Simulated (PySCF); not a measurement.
C₄H₉NOSi.
Z-matrix (Å and degrees, GFN2-xTB geometry), rows numbered from 1:
```
C 
N   1  1.2617
C   2  1.3816  1  122.04
C   3  1.3335  2  118.27  1   179.19
O   3  1.3527  2  117.27  1    -0.75
Si  5  1.6289  3  132.82  2   173.05
C   6  1.8891  5  102.99  3  -178.48
H   1  1.0909  2  124.91  3     0.07
H   1  1.0799  2  117.54  3  -179.76
H   4  1.0724  3  119.53  2     0.16
H   4  1.0734  3  121.44  2  -179.73
H   6  1.4662  5  110.30  3    62.12
H   6  1.4661  5  109.59  3   -58.85
H   7  1.0846  6  109.88  5   177.84
H   7  1.0861  6  111.74  5   -62.70
H   7  1.0862  6  111.92  5    58.13
```

Computed at PBE0/pcSseg-1 (PySCF, non-relativistic), with Q(14N) = 0.02044 b, Q(17O) = −0.0256 b: N2, 14N (I = 1): χzz = -5.598 MHz, η = 0.368; O5, 17O (I = 5/2): χzz = -9.583 MHz, η = 0.127.

Question: Find the zero-field quadrupole resonance frequencies of 14N at N2.

Answer: From ν± = (3/4)|χ|(1 ± η/3) and ν0 = |χ|η/2: ν+ 4.714 MHz, ν− 3.683 MHz, ν0 1.030 MHz (imine nitrogen).

Question: Where would the pure quadrupole (NQR) lines of 17O at O5 fall for the rigid, isolated species?

Answer: From the eigenvalues of H = χ/[4I(2I − 1)] × [3Iz² − I(I + 1) + η(Ix² − Iy²)], steps between neighbouring levels, labelled as for η = 0: ±1/2↔±3/2 1.462 MHz, ±3/2↔±5/2 2.866 MHz (silyl ether oxygen).

In a crystal, neighbours and librations shift these lines. GFN2-xTB bond lengths can be off by several hundredths of an ångström, more for odd bonds, and the gradients follow them. These gradients aren't converged with respect to the basis.

One conformer stands for the species.
